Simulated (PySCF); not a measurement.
# Adding and removing an electron: SiBi

PBE0; basis Si def2-SVPD, Bi def2-SVPD with ECP60; scalar-relativistic core potentials; PySCF 2.14. Neutral (UKS): doublet (π ↑), Re = 2.461 Å, ωe = 387 cm⁻¹, De = 2.50 eV, HOMO -5.83 eV, LUMO -4.13 eV.

SiBi⁺ (UKS): triplet (π ↑↑), Re = 2.613 Å, ωe = 326 cm⁻¹. The energies at the minima are -503.85837 hartree for SiBi and -503.57564 for SiBi⁺.

Question: Work out the adiabatic ionisation energy, without and with harmonic zero-point energies (1 hartree = 27.2114 eV, 1 eV = 8065.5 cm⁻¹), and the change of the bond length.

Answer: At PBE0: 0.28273 hartree = 7.693 eV between the minima; the zero-point term (326.0 − 387.0)/2 cm⁻¹ = -0.004 eV makes it 7.690 eV. Re changes by +15.2 pm against the neutral. The electron leaves a π orbital, and the longer bond of the ion fits a bonding orbital, or a change in how ionic the bond is.

These are scalar-relativistic numbers at best; spin–orbit coupling would shift them, the dissociation energy most. States were picked by a PBE0 search and need not be the measured ground states.
